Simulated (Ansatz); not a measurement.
H8N2OSSi2 (`N[SiH2]S[SiH](N)O`). Charge 0, multiplicity 1. All single points use the PBE0-D4/def2-TZVP geometry. It is one conformer, not always the lowest.

```xyz
14

N    -1.388   -0.930    1.448
Si    0.133   -1.670    1.026
S     1.526   -0.158    0.527
Si    0.469    0.769   -1.133
N     1.137    2.278   -1.515
O    -1.090    0.939   -0.703
H    -1.412   -0.370    2.289
H    -2.207   -1.521    1.408
H    -0.197   -2.568   -0.110
H     0.762   -2.454    2.120
H     0.664   -0.096   -2.320
H     1.111    3.056   -0.878
H     1.875    2.359   -2.193
H    -1.383    0.367    0.035
```

Question: What is the dipole moment at r2SCAN/def2-TZVPP? (Estimate.)

Answer: Ansatz gave: 1.75 D, with components (-0.79, -0.18, 1.55) D in this frame, pointing from negative to positive charge.

Question: And with PBE, B3LYP, ωB97M-V? (An estimate is asked.)

Answer: The calculation gave: PBE 1.70 D, B3LYP 1.74 D, ωB97M-V 1.77 D.

Question: Give the Mulliken charges with r2SCAN, B3LYP, PBE in def2-TZVPP. (Estimate.)

Answer: Computed: 
| atom | r2SCAN | B3LYP | PBE |
| --- | --- | --- | --- |
| N1 | -0.44 | -0.40 | -0.38 |
| Si2 | 0.42 | 0.40 | 0.31 |
| S3 | -0.38 | -0.37 | -0.32 |
| Si4 | 0.66 | 0.63 | 0.52 |
| N5 | -0.44 | -0.39 | -0.38 |
| O6 | -0.43 | -0.41 | -0.36 |
| H7 | 0.16 | 0.15 | 0.16 |
| H8 | 0.16 | 0.15 | 0.16 |
| H9 | -0.06 | -0.06 | -0.05 |
| H10 | -0.08 | -0.07 | -0.07 |
| H11 | -0.11 | -0.11 | -0.10 |
| H12 | 0.16 | 0.14 | 0.15 |
| H13 | 0.16 | 0.14 | 0.15 |
| H14 | 0.22 | 0.20 | 0.19 |

B3LYP here is the variant with VWN-RPA as its local correlation; programs differ in this.
